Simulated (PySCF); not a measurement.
C₅H₂FNO₂.
Structure used (PBE0-D3(BJ)/def2-SVP), in Å, numbered top down from 1:
```
atom  x, y, z in Å
N1    -3.0451    1.1835    1.6046
C2    -2.5265    0.5493    0.7900
C3    -1.8881   -0.2768   -0.2504
F4    -2.3284    0.1101   -1.4825
C5    -0.4333   -0.1956   -0.1478
C6     0.7728   -0.1569   -0.0603
C7     2.2151   -0.1407    0.1244
O8     2.7613   -0.5982    1.0902
O9     2.8376    0.4365   -0.9005
H10   -2.1989   -1.3257   -0.0856
H11    3.7879    0.4080   -0.7044
```

Method: PySCF, PBE0-D3(BJ)/def2-SVP geometry optimisation, gas phase.

Masses are those of the commonest isotopes; rigid-rotor values at the optimised geometry. The values belong to one conformer with, in the numbering `[N:1]#[C:2][C@@H:3]([F:4])[C:5]#[C:6][C:7](=[O:8])[OH:9]`, C6–C7–O9–H 180°.

Q: What are A, B and C (cm⁻¹)?

A: Ia = 146.06, Ib = 721.85, Ic = 815.89 u·Å²; 505379 MHz·u·Å²/I gives 3460, 700.1 and 619.4 MHz, that is A = 0.11542, B = 0.02335, C = 0.02066 cm⁻¹.

Q: What kind of rotor is it?

A: A near-prolate asymmetric top. Ray's parameter κ = (2B − A − C)/(A − C) = -0.943; −1 is the prolate and +1 the oblate limit.

Q: Is it planar, by Δ = Ic − Ia − Ib?

A: Not planar: Δ = Ic − Ia − Ib = -52.03 u·Å². For a rigid frame Δ = −2 Σ m c², so Σ m c² = 26.01 u·Å² lies off the ab plane: 3.23 from hydrogen and 22.78 from heavier atoms. The atom farthest from that plane is 1.60 Å away.

Q: Give the other two planar moments, Paa and Pbb, and the rms extents of the mass along the axes.

A: Paa = Σ m a² = (Ib + Ic − Ia)/2 = 695.84 and Pbb = Σ m b² = (Ia + Ic − Ib)/2 = 120.05 u·Å². With the mass M = 127.01 u, the rms extents √(P/M) along a, b and c are 2.34, 0.97, 0.45 Å.

Q: Which types of transition are allowed, and where do some lines up to J = 2 fall?

A: The dipole components are |μa| = 2.06 D, |μb| = 2.10 D, |μc| = 1.12 D. The squared components, which scale the intensities, stand as 0.96 : 1.00 : 0.28 (a : b : c). Some lines, for components of 0.1 D or more:

```
type  branch         J(Ka,Kc)    MHz  lower level (cm⁻¹)
   a       R  1(0,1) ← 0(0,0)   1320               0.000
   a       R  2(1,2) ← 1(1,1)   2558               0.136
   a       R  2(0,2) ← 1(0,1)   2637               0.044
   c       Q  2(1,2) ← 2(0,2)   2681               0.132
   a       R  2(1,1) ← 1(1,0)   2720               0.139
   c       Q  1(1,1) ← 1(0,1)   2760               0.044
   b       Q  1(1,0) ← 1(0,1)   2841               0.044
   b       Q  2(1,1) ← 2(0,2)   2923               0.132
   b       R  1(1,1) ← 0(0,0)   4080               0.000
   c       R  1(1,0) ← 0(0,0)   4160               0.000
   b       R  2(1,2) ← 1(0,1)   5318               0.044
   c       R  2(1,1) ← 1(0,1)   5560               0.044
   c       Q  2(2,1) ← 2(1,1)   8280               0.229
   b       Q  2(2,0) ← 2(1,1)   8282               0.229
   b       Q  2(2,1) ← 2(1,2)   8522               0.221
   b       R  2(2,1) ← 1(1,0)  11000               0.139
   c       R  2(2,0) ← 1(1,0)  11001               0.139
   c       R  2(2,1) ← 1(1,1)  11080               0.136
   b       R  2(2,0) ← 1(1,1)  11082               0.136
```

PBE0-D3(BJ)/def2-SVP frequencies: not computed here. These are rigid-rotor constants of the computed structure; measured ground-state constants (B0) also hold zero-point vibration. Quadrupole hyperfine structure (14N) is left out.

Hardware: one thread of an x86-64 server, no GPU, on a shared host. Cost: 79 s. These figures are those of the optimisation.
